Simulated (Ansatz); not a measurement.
Cost and result for the atomization energy of `BN(C=C)[SiH2][SiH3]` (16 atoms, 15 bonds).

Cartesian coordinates in Å:
```
B -0.570 -1.786 -1.496
N -0.405 -0.947 -0.377
C 0.285 -1.412 0.751
C 0.459 -0.750 1.891
Si -0.987 0.727 -0.399
Si 0.803 2.239 -0.234
H -1.154 -1.378 -2.455
H -0.116 -2.893 -1.457
H 0.696 -2.410 0.627
H 1.020 -1.203 2.696
H 0.051 0.238 2.072
H -1.946 0.937 0.719
H -1.698 0.901 -1.686
H 0.403 3.518 -0.882
H 1.172 2.527 1.177
H 1.988 1.691 -0.947
```

The species carries charge 0 and has multiplicity 1. All single points use the PBE0-D4/def2-TZVP geometry. It is one conformer, not always the lowest. Program: Ansatz. All runs use 3 threads of an AMD EPYC 7R13 on a shared host and a share of an NVIDIA H100 80 GB. Times are those of one run each, without the atoms' runs, and a repeat can differ threefold. Electronic energies, without spin–orbit coupling; frozen cores. CCSD(T)/CBS adds CCSD(T) − MP2 in def2-TZVPP to the MP2 limit, and its time is that of the two runs behind it. T1 = 0.014. B3LYP takes the VWN-RPA correlation (the form of Gaussian; ORCA's B3LYP/G). HSE06 is the plane-wave form, built on full-range PBE exchange.

CCSD(T)/CBS is a level of theory with its own doubt, some kJ/mol a heavy atom from the limit and from the frozen cores, so smaller differences don't rank the functionals.

```tsv
level	functions	atomization (kcal/mol)	difference from CCSD(T)/CBS	per bond
MP2/def2-QZVPP	668	1364.5	-4.8	-0.3
CCSD(T)/CBS(def2)	–	1369.3	0.0	0.0
ωB97M-V/def2-TZVPP (with forces)	348	1375.8	6.5	0.4
LDA (SPW92)/def2-TZVPP	348	1544.0	174.7	11.6
PBE-QIDH/def2-TZVPP	348	1361.6	-7.7	-0.5
ωB97X-V/def2-TZVPP	348	1378.7	9.4	0.6
B2PLYP/def2-TZVPP	348	1357.7	-11.6	-0.8
HSE06-D4/def2-TZVPP	348	1373.0	3.7	0.2
CCSD(T)/def2-TZVPP	348	1335.7	-33.6	-2.2
CCSD(T)/def2-SVP	142	1297.5	-71.8	-4.8
r2SCANh-D4/def2-TZVPP	348	1367.8	-1.5	-0.1
B3LYP-D4/def2-TZVPP (with forces)	348	1378.1	8.8	0.6
PBE-D4/def2-TZVPP (with forces)	348	1387.3	18.0	1.2
```

Task: Order the runs by time, with rough figures. (Estimate.)

Result: Computed: LDA (SPW92)/def2-TZVPP 10 s; r2SCANh-D4/def2-TZVPP 11 s; B3LYP-D4/def2-TZVPP (with forces) 11 s; HSE06-D4/def2-TZVPP 11 s; CCSD(T)/def2-SVP 11 s; MP2/def2-QZVPP 11 s; PBE-D4/def2-TZVPP (with forces) 13 s; ωB97X-V/def2-TZVPP 14 s; PBE-QIDH/def2-TZVPP 14 s; ωB97M-V/def2-TZVPP (with forces) 19 s; CCSD(T)/def2-TZVPP 23 s; B2PLYP/def2-TZVPP 24 s; CCSD(T)/CBS(def2) 34 s.

The D4 term adds +15.8 kcal/mol with B3LYP and +8.5 kcal/mol with PBE0; it sums over pairs of atoms, weighted by their polarisabilities, and B3LYP, whose exchange is more repulsive, gets the larger term. Leaving LDA and LC-ωPBE aside and taking each functional with its dispersion term where it has one, the values, not all of them listed here, spread over 36.5 kcal/mol, from BHLYP-D4 to PBE-D4. LDA lies +166.6 kcal/mol from PBE without D4, its usual overbinding. At CCSD(T), def2-SVP lies −71.8 kcal/mol from the extrapolated value and def2-TZVPP −33.6 kcal/mol: correlation converges slowly with the basis, and small sets miss more of it in the bonded molecule than in its fragments.
